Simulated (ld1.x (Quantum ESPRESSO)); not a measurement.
## u(r) = r·R(r): atom against pseudo-atom (Si)

Columns: radius, all-electron u(r) and pseudo u(r) of the 3p shell (level -3.94 eV) of silicon in the configuration [Ne] 3s2 3p2; BLYP, non-relativistic, TM semilocal scheme, ld1.x (Quantum ESPRESSO) 7.5.

| r (bohr) | all-electron | pseudo |
| --- | --- | --- |
| 0.093 | 0.0924 | -0.0033 |
| 0.185 | 0.2033 | -0.0129 |
| 0.278 | 0.2571 | -0.0289 |
| 0.370 | 0.2538 | -0.0505 |
| 0.463 | 0.2101 | -0.0778 |
| 0.555 | 0.1430 | -0.1095 |
| 0.648 | 0.0627 | -0.1458 |
| 0.740 | -0.0209 | -0.1849 |
| 0.833 | -0.1045 | -0.2271 |
| 0.925 | -0.1831 | -0.2704 |
| 1.018 | -0.2565 | -0.3149 |
| 1.110 | -0.3221 | -0.3588 |
| 1.203 | -0.3809 | -0.4020 |
| 1.295 | -0.4316 | -0.4427 |
| 1.388 | -0.4758 | -0.4808 |
| 1.480 | -0.5127 | -0.5146 |
| 1.573 | -0.5436 | -0.5441 |
| 1.665 | -0.5682 | -0.5683 |
| 1.758 | -0.5875 | -0.5875 |
| 1.850 | -0.6015 | -0.6015 |
| 1.943 | -0.6111 | -0.6111 |
| 2.035 | -0.6166 | -0.6166 |
| 2.128 | -0.6186 | -0.6186 |
| 2.220 | -0.6176 | -0.6176 |
| 2.313 | -0.6138 | -0.6138 |
| 2.405 | -0.6079 | -0.6079 |

(1) How many radial nodes do the two functions have?

(2) At about which radius was the pseudo-wave matched?

(3) Where does each function peak?

(4) Is the pseudo-wave norm-conserving?

## Answers

(1) The all-electron 3p function has n − l − 1 = 1; the pseudo-wave has 0, since the states of the same l below it are removed with the core.

(2) 1.85 bohr. The columns agree to 0.0005 from 1.67 bohr on; several derivatives are matched, so the curves merge somewhat inside the radius.

(3) Outermost all-electron maximum near 2.13 bohr, pseudo maximum near 2.13 bohr (to the table’s step).

(4) Yes: the TM semilocal scheme keeps the norm inside the radius equal to the all-electron one, which fixes the energy derivative of the logarithmic derivative at the level.
